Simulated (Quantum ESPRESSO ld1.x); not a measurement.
Results of a calculation; reference values are marked as such.
Species: Yb. Configuration: [Xe] 4f14 5d1 6s1 (not the ground configuration).

Code: ld1.x of Quantum ESPRESSO 7.5. Model: Dirac Kohn-Sham, PBE, spin-unpolarised, spherical densities, point nucleus; open shells are shared between the two j in proportion to 2j + 1.

Energy parts (hartree):
part                     energy
total                 -14075.84
kinetic                15640.97
electron-nucleus      -34959.31
Hartree                 5537.16
exchange-correlation    -294.66

Orbitals (lengths in bohr, moments of r in powers of bohr; r(90%) holds 90 % of the orbital's charge):
| orbital | occ. | eigenvalue (hartree) | <r^2> | r(90%) | <r> | <1/r> |
|---|---|---|---|---|---|---|
| 1s1/2 | 2 | -2247.90 | 0.0005298 | 0.0357 | 0.01966 | 80.67 |
| 2s1/2 | 2 | -380.608 | 0.008150 | 0.129 | 0.08274 | 19.47 |
| 2p1/2 | 2 | -362.988 | 0.005860 | 0.114 | 0.06872 | 19.44 |
| 2p3/2 | 4 | -324.507 | 0.007072 | 0.124 | 0.07622 | 16.69 |
| 3s1/2 | 2 | -85.7806 | 0.05358 | 0.318 | 0.2162 | 7.137 |
| 3p1/2 | 2 | -78.0152 | 0.04945 | 0.310 | 0.2061 | 7.051 |
| 3p3/2 | 4 | -69.8473 | 0.05620 | 0.329 | 0.2201 | 6.345 |
| 3d3/2 | 4 | -56.6503 | 0.04401 | 0.301 | 0.1935 | 6.233 |
| 3d5/2 | 6 | -54.8660 | 0.04587 | 0.307 | 0.1978 | 6.063 |
| 4s1/2 | 2 | -16.8707 | 0.2689 | 0.701 | 0.4878 | 2.986 |
| 4p1/2 | 2 | -13.7299 | 0.2799 | 0.722 | 0.4956 | 2.875 |
| 4p3/2 | 4 | -11.8810 | 0.3174 | 0.769 | 0.5280 | 2.629 |
| 4d3/2 | 4 | -6.72088 | 0.3559 | 0.833 | 0.5533 | 2.407 |
| 4d5/2 | 6 | -6.38430 | 0.3708 | 0.850 | 0.5648 | 2.346 |
| 5s1/2 | 2 | -2.00415 | 1.653 | 1.75 | 1.210 | 1.104 |
| 5p1/2 | 2 | -1.15895 | 2.149 | 2.03 | 1.371 | 0.9634 |
| 5p3/2 | 4 | -0.93641 | 2.551 | 2.22 | 1.493 | 0.8744 |
| 6s1/2 | 1 | -0.14652 | 18.11 | 5.96 | 3.973 | 0.3165 |
| 4f5/2 | 6 | -0.13011 | 0.8557 | 1.37 | 0.7796 | 1.748 |
| 4f7/2 | 8 | -0.08176 | 0.9428 | 1.42 | 0.8071 | 1.711 |
| 5d3/2 | 0.4 | -0.03027 | 22.11 | 7.27 | 4.019 | 0.3665 |
| 5d5/2 | 0.6 | -0.02445 | 26.94 | 8.05 | 4.425 | 0.3356 |

The highest occupied level is 5d5/2 at -0.665 eV. Summed over all electrons, <r^2> = 80.56 bohr^2, which gives a Langevin (diamagnetic) susceptibility term of -63.8 x 10^-6 cm^3/mol.

Run on one thread of a shared host, so times are rough (Intel(R) Xeon(R) Processor @ 2.60GHz): 1.1 s of CPU time, 1.2 s wall, 39 iterations on 2107 mesh points.
